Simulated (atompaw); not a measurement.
**Cutoff test, bromine, PAW (atompaw)**

```json
{
  "Element": "Br (Z = 35)",
  "Generator": "atompaw 4.2.0.5",
  "Type": "PAW",
  "Functional": "PBE",
  "Relativity": "scalar-relativistic",
  "Frozen core": "[Ar]",
  "Valence charge": "17",
  "Reference configuration": "3d10 4s2 4p5",
  "Partial waves": "4s (bound): rc 1.55 bohr; 4s channel at 3.3 Ry: rc 1.55 bohr; 4p (bound): rc 1.45 bohr; 4p channel at 1.9 Ry: rc 1.55 bohr; 3d (bound): rc 0.65 bohr; 3d channel at -1.55 Ry: rc 0.65 bohr",
  "Local potential": "bessel scheme, radius 1.50 bohr",
  "Core correction": "smooth core density matched at 1.20 bohr",
  "Augmentation charge": "sinc compensation charge, radius 1.55 bohr; PAW radius 1.55 bohr; waves and projectors: custom rrkj gramschmidtortho"
}
```

The pseudo-atom Hamiltonian at the reference potential is diagonalised in spherical Bessel functions j_l(qr) that vanish at 20 bohr, with q² up to the cutoff. All-electron valence levels (Ry): 4s -1.4799, 4p -0.5777, 3d -4.9037.

Question: How do the lowest levels (Ry) of each channel move with the cutoff, and are there ghosts?

Answer:

| cutoff (Ry) | s #1 | p #1 | d #1 | f #1 | Σ f·Δε (mRy) |
| --- | --- | --- | --- | --- | --- |
| 8 | -1.4689 | -0.5688 | 0.0694 | 0.1175 | 49791.7 |
| 15 | -1.4786 | -0.5756 | 0.0665 | 0.1175 | 49709.9 |
| 25 | -1.4795 | -0.5774 | 0.0235 | 0.1175 | 49268.7 |
| 35 | -1.4799 | -0.5775 | -0.1424 | 0.1175 | 47608.5 |
| 50 | -1.4799 | -0.5777 | -0.5533 | 0.1175 | 43498.3 |
| 70 | -1.4799 | -0.5777 | -1.3336 | 0.1175 | 35695.1 |
| 100 | -1.4800 | -0.5777 | -2.8534 | 0.1175 | 20497.2 |
| 140 | -1.4800 | -0.5777 | -4.3115 | 0.1175 | 5916.2 |
| 180 | -1.4800 | -0.5777 | -4.7828 | 0.1175 | 1202.7 |
| 260 | -1.4800 | -0.5777 | -4.9000 | 0.1175 | 31.3 |
| 400 | -1.4800 | -0.5777 | -4.9031 | 0.1175 | 0.0 |

Result: no extra level below or beside the all-electron valence levels (s, p, d, f tested); 10 mRy is reached at over 300 Ry and 1 mRy at over 300 Ry.
